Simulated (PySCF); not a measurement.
NS (SMILES [N]=S), doublet, geometry from GFN2-xTB; PBE0/6-31G** (PySCF).

The PySCF input:
```python
from pyscf import gto, scf, dft

mol = gto.Mole()
mol.atom = '''
    N    -0.00000000   -0.00000000   -1.01802837
    S     0.00000000    0.00000000    0.44538741
'''
mol.basis = '6-31g**'
mol.spin = 1
mol.verbose = 5
mol.build()

mf = dft.UKS(mol)
mf.xc = 'pbe0'
mf.kernel()
mo_i, mo_e, stable_i, stable_e = mf.stability(internal=True, external=False, return_status=True, nroots=6, tol=1e-6)
print('internally stable:', stable_i, ' externally stable:', stable_e)
if not stable_i:
    umf = mf.copy()
    umf.scf_summary = {}
    umf.kernel(umf.make_rdm1(mo_i, mf.mo_occ))
mf.analyze()
```

Output, abridged:

```
PySCF version 2.14.0

[INPUT] verbose = 5
[INPUT] max_memory = 4000
[INPUT] num. atoms = 2
[INPUT] num. electrons = 23
[INPUT] charge = 0
[INPUT] spin (= nelec alpha-beta = 2S) = 1
[INPUT] symmetry False subgroup None
[INPUT] Mole.unit = angstrom
[INPUT] Symbol           X                Y                Z      unit          X                Y                Z       unit  Magmom
[...]
[INPUT] ---------------- BASIS SET ----------------
[INPUT] l, kappa, [nprim/nctr], expnt,             c_1 c_2 ...
[INPUT] S
[...]
                                3301.49           0.01423
                                754.146           0.069696
                                212.711           0.238487
                                67.9896           0.483307
                                23.0515           0.338074
[...]
                                100.71            -0.031693
                                32.1599           -0.113317
                                11.8079           0.05609
                                4.6311            0.592255
                                1.87025           0.455006
[...]
                                0.922167          0.066957
                                0.341287          1.05451
[...]
                                100.71            0.030681
                                32.1599           0.130452
                                11.8079           0.327205
                                4.6311            0.452851
                                1.87025           0.256042
[...]
                                0.922167          0.310263
                                0.341287          0.754483
[...]
[INPUT] N
[...]
                                627.4579          0.013995
                                142.9021          0.068587
                                40.23433          0.232241
                                12.82021          0.46907
                                4.390437          0.360455
[...]
                                2.71628           -0.169118
                                0.772218          1.145852
[...]
                                2.71628           0.323907
                                0.772218          0.740895
[...]
nuclear repulsion = 40.499664164507
number of shells = 14
number of NR pGTOs = 78
number of NR cGTOs = 32
basis = 6-31g**
ecp = {}

******** <class 'pyscf.dft.uks.UKS'> ********
method = UKS
initial guess = minao
damping factor = 0
level_shift factor = 0
DIIS = <class 'pyscf.scf.diis.CDIIS'>
diis_start_cycle = 1
diis_space = 8
diis_damp = 0
SCF conv_tol = 1e-09
SCF conv_tol_grad = None
SCF max_cycles = 50
direct_scf = True
direct_scf_tol = 1e-13
number electrons alpha = 12  beta = 11
XC library pyscf.dft.libxc version 7.1.2
    S. Lehtola, C. Steigemann, M. J. T. Oliveira, and M. A. L. Marques,  SoftwareX 7, 1–5 (2018)
XC functionals = pbe0
    C. Adamo and V. Barone,  J. Chem. Phys. 110, 6158 (1999)
    M. Ernzerhof and G. E. Scuseria,  J. Chem. Phys. 110, 5029 (1999)
radial grids:
    Treutler-Ahlrichs [JCP 102, 346 (1995); DOI:10.1063/1.469408] (M4) radial grids

becke partition: Becke, JCP 88, 2547 (1988); DOI:10.1063/1.454033
pruning grids: <function nwchem_prune>
grids dens level: 3
symmetrized grids: False
atomic radii adjust function: <function treutler_atomic_radii_adjust>
small_rho_cutoff = 0
Set gradient conv threshold to 3.16228e-05
atom N rad-grids = 75, ang-grids = [ 50  50  50  50  50  50  50  50  50  50  50  50  50  50  50  50  50  50
  50  50  50  50  50  86  86  86  86  86  86  86  86  86  86 266 266 266
 266 266 266 266 302 302 302 302 302 302 302 302 302 302 302 302 302 302
 302 302 302 302 302 302 266 266 266 266 266 266 266 266 266 266 266 266
 266 266 266]
atom S rad-grids = 80, ang-grids = [ 50  50  50  50  50  50  50  50  50  50  50  50  50  50  50  50  50  50
  50  50  50  50  50  50  86  86  86  86  86  86  86  86  86  86  86  86
  86 350 350 350 350 350 350 350 350 350 434 434 434 434 434 434 434 434
 434 434 434 434 434 434 434 434 434 434 350 350 350 350 350 350 350 350
 350 350 350 350 350 350 350 350]
tot_boxes 891, boxes in each direction [7 7 9]
Padding 2 grids
tot grids = 32784
nelec by numeric integration = [11.49708638 11.49708638]
E1 = -704.0243680601463  E2 = 210.69368498354754  Ecoul = 242.9791289661292  Exc = -32.28544398258164
init E= -452.831018912092
cond(S) = 124.45693081566836

  alpha mo_energy =
[-8.90694918e+01 -1.44551899e+01 -8.07289451e+00 -6.00538995e+00
 -5.99991429e+00 -5.99991429e+00 -1.04601642e+00 -6.00142400e-01
 -3.99457145e-01 -3.99457145e-01 -3.82654401e-01 -1.52573100e-01
 -1.52573100e-01  5.41392236e-02  2.77607637e-01  3.42732747e-01
  3.42732747e-01  4.34422236e-01  6.27028929e-01  6.89401423e-01
  6.89401423e-01  7.22585880e-01  7.22586376e-01  7.91637055e-01
  7.91637055e-01  1.11581772e+00  1.20542017e+00  1.68879838e+00
  1.68879871e+00  1.93740706e+00  1.93740706e+00  2.50705300e+00]
  beta  mo_energy =
[-8.90694918e+01 -1.44551899e+01 -8.07289451e+00 -6.00538995e+00
 -5.99991429e+00 -5.99991429e+00 -1.04601642e+00 -6.00142400e-01
 -3.99457145e-01 -3.99457145e-01 -3.82654401e-01 -1.52573100e-01
 -1.52573100e-01  5.41392236e-02  2.77607637e-01  3.42732747e-01
  3.42732747e-01  4.34422236e-01  6.27028929e-01  6.89401423e-01
  6.89401423e-01  7.22585880e-01  7.22586376e-01  7.91637055e-01
  7.91637055e-01  1.11581772e+00  1.20542017e+00  1.68879838e+00
  1.68879871e+00  1.93740706e+00  1.93740706e+00  2.50705300e+00]
multiplicity <S^2> = 0.75  2S+1 = 2
nelec by numeric integration = [12.00000023 11.00000024]
E1 = -703.4726866024592  E2 = 210.3569895665363  Ecoul = 242.6827151999948  Exc = -32.325725633458475
cycle= 1 E= -452.616032871416  delta_E= 0.215  |g|= 0.158  |ddm|= 1.43
  alpha mo_energy =
[-8.91794494e+01 -1.43498517e+01 -8.14910921e+00 -6.08570960e+00
 -6.08249660e+00 -6.08229825e+00 -9.66700938e-01 -6.36390581e-01
 -4.26850100e-01 -4.09684583e-01 -3.55886080e-01 -1.95797493e-01
[...]
converged SCF energy = -452.63276510286  <S^2> = 0.75530444  2S+1 = 2.0052974
<class 'pyscf.dft.uks.UKS'> wavefunction is stable in the internal stability analysis
internally stable: True  externally stable: None
Total Energy =                        -452.632765102860105
[...]
1 S 2py         -0.00000   0.00000  -0.00029  -0.00052   0.00046
1 S 2pz          0.00000  -0.00003  -0.00000  -0.00000   0.00000
1 S 3px         -0.00000   0.00000  -0.03665   0.03124   0.03635
1 S 3py          0.00000  -0.00000   0.03636   0.03148  -0.03607
1 S 3pz         -0.00000   0.00805   0.00000  -0.00000  -0.00000
1 S 4px         -0.00000   0.00000  -0.04250  -0.11159  -0.11248
1 S 4py          0.00000  -0.00000   0.04217  -0.11247   0.11160
1 S 4pz          0.00000  -0.00044  -0.00000   0.00000   0.00000
1 S 3dxy         0.00780   0.99116   0.00000  -0.00000  -0.00000
1 S 3dyz        -0.00000   0.00000  -0.50094   0.43322  -0.41738
1 S 3dz^2       -0.00000   0.00206   0.00000  -0.00000  -0.00000
1 S 3dxz         0.00000  -0.00000   0.50490   0.42982   0.42067
1 S 3dx2-y2      0.99370  -0.00778  -0.00000  -0.00000  -0.00000
               #26       #27       #28       #29       #30
0 N 1s           0.00367   0.00399  -0.00019  -0.00000  -0.00000
0 N 2s           0.00686  -0.14154  -0.01417  -0.00000  -0.00000
0 N 3s           0.81042   0.40682  -0.00844  -0.00000  -0.00000
0 N 2px          0.00000   0.00000   0.00000  -0.00000  -0.01109
0 N 2py          0.00000  -0.00000  -0.00000  -0.00000  -0.01118
0 N 2pz          0.07355  -0.17088  -0.00231  -0.00000   0.00000
0 N 3px         -0.00000   0.00000   0.00000  -0.00000   0.07625
0 N 3py         -0.00000   0.00000  -0.00000  -0.00000   0.07686
0 N 3pz         -0.02108   0.36595  -0.00775  -0.00000  -0.00000
0 N 3dxy         0.00704  -0.00586   0.99336   0.00803   0.00000
0 N 3dyz         0.00000  -0.00000  -0.00000  -0.00000   0.66437
0 N 3dz^2       -0.37665   0.03727  -0.01044  -0.00000   0.00000
0 N 3dxz         0.00000  -0.00000   0.00000  -0.00000   0.65916
0 N 3dx2-y2     -0.00006   0.00005  -0.00803   0.99370   0.00000
1 S 1s          -0.00004   0.00017   0.00002   0.00000   0.00000
1 S 2s           0.00036  -0.00122  -0.00004  -0.00000   0.00000
1 S 3s           0.00675   0.11306   0.00353   0.00000  -0.00000
1 S 4s          -0.19271   0.05197   0.00120   0.00000  -0.00000
1 S 2px          0.00000  -0.00000   0.00000  -0.00000   0.00069
1 S 2py          0.00000  -0.00000  -0.00000  -0.00000   0.00070
1 S 2pz         -0.00115   0.00231   0.00007   0.00000  -0.00000
1 S 3px         -0.00000  -0.00000  -0.00000   0.00000  -0.01089
1 S 3py         -0.00000   0.00000   0.00000   0.00000  -0.01098
1 S 3pz         -0.04174  -0.18951  -0.00162  -0.00000   0.00000
1 S 4px          0.00000  -0.00000  -0.00000   0.00000   0.02391
1 S 4py          0.00000  -0.00000   0.00000   0.00000   0.02410
1 S 4pz          0.09736   0.03370   0.00384   0.00000   0.00000
1 S 3dxy        -0.01287   0.01980  -0.11166  -0.00090  -0.00000
1 S 3dyz        -0.00000   0.00000  -0.00000  -0.00000   0.23625
1 S 3dz^2       -0.38317   0.77264   0.01475   0.00000   0.00000
1 S 3dxz        -0.00000   0.00000   0.00000  -0.00000   0.23439
1 S 3dx2-y2      0.00010  -0.00016   0.00090  -0.11181  -0.00000
               #31       #32
0 N 1s           0.00000   0.00005
0 N 2s           0.00000   0.01159
0 N 3s           0.00000   0.29759
0 N 2px         -0.01158  -0.00000
0 N 2py          0.01149   0.00000
0 N 2pz          0.00000   0.01278
0 N 3px          0.07646  -0.00000
0 N 3py         -0.07586  -0.00000
0 N 3pz          0.00000   0.21489
0 N 3dxy        -0.00000   0.01811
0 N 3dyz        -0.65943  -0.00000
0 N 3dz^2       -0.00000   0.87414
0 N 3dxz         0.66464   0.00000
0 N 3dx2-y2      0.00000  -0.00014
1 S 1s          -0.00000  -0.00058
1 S 2s           0.00000   0.00176
1 S 3s          -0.00000  -0.01566
1 S 4s           0.00000   0.01228
1 S 2px          0.00068   0.00000
1 S 2py         -0.00068  -0.00000
1 S 2pz          0.00000  -0.00074
1 S 3px         -0.01060  -0.00000
1 S 3py          0.01051   0.00000
1 S 3pz          0.00000   0.02047
1 S 4px          0.02403   0.00000
1 S 4py         -0.02384  -0.00000
1 S 4pz          0.00000  -0.14020
1 S 3dxy         0.00000  -0.00266
1 S 3dyz        -0.23378   0.00000
1 S 3dz^2       -0.00000  -0.28288
1 S 3dxz         0.23563  -0.00000
1 S 3dx2-y2     -0.00000   0.00002

To work with the spin densities directly, `use mulliken_meta_spin()` only printing them here.

 ** Mulliken spin pop alpha/beta on meta-lowdin orthogonal AOs **
 ** Mulliken Spin Density (per AO)  **
spin_pop of  0 N 1s       -0.00001
spin_pop of  0 N 2s        0.01160
spin_pop of  0 N 3s       -0.00031
spin_pop of  0 N 2px       0.32938
spin_pop of  0 N 2py       0.32492
spin_pop of  0 N 2pz       0.00296
spin_pop of  0 N 3px       0.00364
spin_pop of  0 N 3py       0.00358
spin_pop of  0 N 3pz      -0.00003
spin_pop of  0 N 3dxy     -0.00011
spin_pop of  0 N 3dyz      0.00017
spin_pop of  0 N 3dz^2     0.00004
spin_pop of  0 N 3dxz      0.00017
spin_pop of  0 N 3dx2-y2   -0.00000
spin_pop of  1 S 1s       -0.00000
spin_pop of  1 S 2s       -0.00000
spin_pop of  1 S 3s        0.00212
spin_pop of  1 S 4s       -0.00020
spin_pop of  1 S 2px       0.00001
spin_pop of  1 S 2py       0.00001
spin_pop of  1 S 2pz      -0.00000
spin_pop of  1 S 3px       0.16578
spin_pop of  1 S 3py       0.16251
spin_pop of  1 S 3pz      -0.01589
spin_pop of  1 S 4px       0.00127
spin_pop of  1 S 4py       0.00125
spin_pop of  1 S 4pz       0.00006
spin_pop of  1 S 3dxy     -0.00021
spin_pop of  1 S 3dyz      0.00362
spin_pop of  1 S 3dz^2    -0.00002
spin_pop of  1 S 3dxz      0.00368
spin_pop of  1 S 3dx2-y2   -0.00000
 ** Mulliken Spin Density (per atom)  **
spin density of  0 N =      0.67600
spin density of  1 S =      0.32400
 ** Mulliken pop alpha/beta on meta-lowdin orthogonal AOs **
 ** Mulliken pop       alpha | beta **
[...]
In total            12.00000 | 11.00000
 ** Mulliken atomic charges   ( Nelec_alpha | Nelec_beta ) **
charge of  0N =     -0.36096  (     4.01848      3.34248 )
charge of  1S =      0.36096  (     7.98152      7.65752 )
Dipole moment(X, Y, Z, Debye):  0.00000, -0.00000,  1.76223
```
